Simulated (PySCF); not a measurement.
**Spinor energies of Mo²⁷⁺ (molybdenum, charge +27)**

Start: [Ne] 3s2 3p3; 3p1/2 filled at m_j = -1/2, +1/2; 3p3/2 filled at m_j = +3/2. Calculated with PySCF 2.14 in an uncontracted even-tempered set (19 s from 4 bohr⁻², ratio 2.4; 13 p from 5.2 bohr⁻², ratio 2.4; 5 d from 20 bohr⁻², ratio 2.6; 4 f from 30 bohr⁻², ratio 2.6): generalised Hartree-Fock with the X2C-1e Hamiltonian and a Gaussian nucleus; one run each with spin-orbit coupling (SO) switched off, then screened by Boettger's factors.

```
spinor shell  electrons  ε, spin-free (eV)  ε, screened SO (eV)  weight of nominal j (screened SO)  rms radius, screened SO (bohr)
       1s1/2          2           -21425.9             -21423.7                              1.000                          0.0404
       2s1/2          2            -4181.8              -4180.7                              1.000                           0.164
       2p1/2          2            -3873.8              -3951.4                              0.999                           0.142
       2p3/2          4            -3873.8              -3836.0                              1.000                           0.147
       3s1/2          2            -1549.7              -1549.2                              1.000                           0.403
       3p1/2          2            -1464.2              -1472.4                              0.949                           0.391
       3p3/2          1            -1464.2              -1451.7                              1.000                           0.397
```

```csv
quantity,spin-free,screened SO
E (hartree),-3537.47134,-3538.39549
M_J,3/2,3/2
⟨J²⟩,3.750,3.757
⟨L²⟩,0.000,1.431
⟨S²⟩,3.750,2.226
```

Each row is a mean over spinors that exchange with the open shell spreads, by up to 26.238 eV (3s1/2).

Breit and QED terms are absent; they matter most for the inner s and p1/2 levels.

Densities and radii are taken from the X2C orbitals without a picture-change correction, which distorts them close to the nucleus.

Without spin-orbit coupling the j labels of p, d and f shells carry no meaning; the spin-free column gives the mean over the occupied spinors of each nl shell.
